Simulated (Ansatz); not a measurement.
Total energies of the cluster Na₅ from Ansatz at PBE/def2-TZVP, gas phase (1 Eh = 27.2114 eV = 2625.5 kJ/mol). The reference geometry is relaxed at PBE/def2-SVP.

```tsv
atom	x (Å)	y (Å)	z (Å)
Na1	1.967	-1.616	-0.165
Na2	-0.580	0.751	-0.779
Na3	-2.696	1.698	1.750
Na4	1.590	-0.198	-3.263
Na5	-0.281	-0.634	2.456
```

```
           state                 geometry  energy (Eh)
charge 0 doublet                reference   -810.90086
charge 1 singlet                reference   -810.74559
charge 0 quartet  relaxed at PBE/def2-SVP   -810.86912
```

(1) Work out the vertical ionisation energy to the singlet.

(2) Which of the charge 0 states is lowest, and how far above it are the others?

(1) E(charge 1 singlet) − E(charge 0 doublet) = -810.74559 − (-810.90086) = 0.15527 Eh = 4.23 eV. For comparison, −ε of the highest occupied level of the spin that leaves is 2.74 eV at this level, 1.49 eV less.

(2) The doublet. quartet: -810.86912 − (-810.90086) = 0.03174 Eh = 83.3 kJ/mol.

A triplet lies near this restricted singlet, and broken spin symmetry wasn't tried. 

The structure comes from a short search, and lower isomers may exist.
